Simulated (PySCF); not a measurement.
A geometry optimisation on `[BH2][PbH2][CH]=C`.

Computed with PBE0-D3(BJ)/def2-SVP geometry optimisation, gas phase, def2 core potentials past Kr (PySCF 2.14.0). Start geometry: GFN2-xTB. The input is one job of a driver script: a line of settings, then coordinates in Å.

Input:
```
{"job": {"xc": "PBE0", "basis": "def2-SVP", "d3": "d3bj", "grid": 1, "maxiter": 30, "shake": 0.01, "kind": "geom"}, "charge": 0, "multiplicity": 1}
B      2.505420     0.416690    -0.613650
Pb     0.702080    -0.652470     0.327700
C     -1.321220    -0.110670    -0.564940
C     -2.220900     0.490230     0.120240
H      2.851270     1.443520    -0.181440
H      2.982940     0.018970    -1.578280
H      0.524510    -0.361250     2.046360
H      0.827040    -2.386380     0.177520
H     -1.451700    -0.374340    -1.571300
H     -3.217590     0.725750    -0.304850
H     -2.143740     0.764110     1.166890
```

Output:
```
step   0  E = -297.77758269  max force = 0.065292
step   1  E = -297.78667237  max force = 0.004685
step   2  E = -297.78677094  max force = 0.001342
step   3  E = -297.78680364  max force = 0.001151
step   4  E = -297.78681629  max force = 0.000233
optimisation converged
```

Energies in Eh; «max force» is the largest Cartesian gradient component in Eh/bohr.

Question: Give the first gradient maximum in eV/Å.

Answer: With 1 Eh/bohr = 51.422 eV/Å, 3.357 eV/Å.

Question: How much energy does the optimisation release, in eV?

Answer: E(step 0) − E(last step) = 0.009234 Eh, which is 0.251 eV.

Summary of the converged run: final energy -297.78682 Eh after 4 steps; dipole 0.93 D.

Question: Where do the atoms end?

Answer: 0.087 Å rms from the input after alignment:
```
atom  x, y, z in Å
B1     2.3987    0.4304   -0.6482
Pb2    0.6989   -0.7295    0.3630
C3    -1.2447   -0.1206   -0.5396
C4    -2.1855    0.5269    0.1468
H5     2.7724    1.4795   -0.1844
H6     2.8938    0.0173   -1.6677
H7     0.4975   -0.3890    2.0873
H8     0.8226   -2.4847    0.1740
H9    -1.4109   -0.3722   -1.5936
H10   -3.1376    0.8167   -0.3165
H11   -2.0636    0.7980    1.2018
```

Question: How long does this job take on one thread of an Intel Xeon Platinum 8259CL at 2.50 GHz, shared host with 96 logical CPUs at a one-minute load of 35? And the peak memory of the process?

Answer: About 33 s, with 0.43 GiB resident at the peak, the Python interpreter and its libraries included.
Labels such as C1 count atoms from 1, the log's own numbers from 0.
